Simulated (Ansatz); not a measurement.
This geometry of BrH + Cl2FHOTi (8 atoms, charge 0, multiplicity 1) is a first-order saddle point.

Level of theory: RKS PBE/def2-SVP (Ansatz).

```xyz
8
Properties=species:S:1:pos:R:3
Ti 0.125 0.279 -0.063
Cl -0.581 0.086 2.383
F 1.482 0.147 -1.141
Cl -1.390 1.534 -1.018
O -0.492 -1.375 -0.164
H -1.115 -1.842 0.425
Br 1.532 2.137 1.277
H 0.455 1.252 2.251
```

Q: Which two structures does it join? (They come from a converged band through this point; their orientation in space is the band's.)

A: Bonds broken: Ti1–Cl2, Br7–H8. Bonds formed: Ti1–Br7, Cl2–H8. BrH + Cl2FHOTi becomes BrClFHOTi + ClH.

First end point:

```xyz
8
Properties=species:S:1:pos:R:3
Ti -0.136 -0.226 0.059
Cl -0.148 -0.081 2.278
F 1.484 -0.122 -0.566
Cl -1.435 1.322 -0.786
O -0.781 -1.801 -0.389
H -1.663 -2.216 -0.408
Br 1.664 3.242 1.575
H 1.031 2.100 2.189
```

Last end point:

```xyz
8
Properties=species:S:1:pos:R:3
Ti 0.303 0.428 -0.686
Cl -0.832 -0.166 3.167
F 1.372 -0.064 -1.971
Cl -1.463 1.462 -1.479
O -0.191 -0.988 0.215
H -0.582 -1.028 1.127
Br 1.395 1.857 0.896
H 0.015 0.717 2.682
```

Q: How far does it lie above each of them?

A: 0.40 eV above the first and 0.55 eV above the second. This is the barrier of this one path; another mechanism may lie lower. The orbitals stay closed-shell, which can raise the energy where a bond breaks towards radicals; this wasn't checked here.

Run time: 3.7 min on 4 threads of Arm Neoverse V1 (shared host), peak memory 0.24 GiB.
